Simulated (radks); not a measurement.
Results of a calculation; reference values are marked as such.
Task: Isoelectronic series with 11 electrons, each ion in its NIST ground configuration. Code: a radial shooting solver on a logarithmic mesh with Libxc functionals. Model: scalar-relativistic Kohn-Sham, PBE, spin-polarised, spherical densities, finite nucleus; open shells are filled with parallel spins first; Fermi nuclear charge, rms radius of each element as measured or else 0.836 A^(1/3) + 0.57 fm. Total energies (hartree) and orbital eigenvalues (eV) (* marks an orbital that is empty in some or all of the ions):

| ion | configuration | E (hartree) | 3p up* | 3s up | 2p down |
|---|---|---|---|---|---|
| Mg+ | [Ne] 3s1 | -199.99959 | -7.5021 | -11.9173 | -55.5026 |
| Al2+ | [Ne] 3s1 | -241.78221 | -17.8684 | -24.4836 | -90.0606 |
| Si3+ | [Ne] 3s1 | -287.73516 | -31.6390 | -40.4019 | -131.7843 |
| S5+ | [Ne] 3s1 | -392.15688 | -68.8569 | -81.8595 | -236.2503 |
| Cl6+ | [Ne] 3s1 | -450.63524 | -92.1874 | -107.3088 | -298.8944 |
| Ar7+ | [Ne] 3s1 | -513.30110 | -118.6272 | -135.8780 | -368.4492 |
| K8+ | [Ne] 3s1 | -580.16280 | -148.1615 | -167.5585 | -444.9054 |

Estimate the row of P4+ ([Ne] 3s1).

Result: E (hartree) -337.85879; 3p up* -48.6602; 3s up -59.5468; 2p down -180.5357.
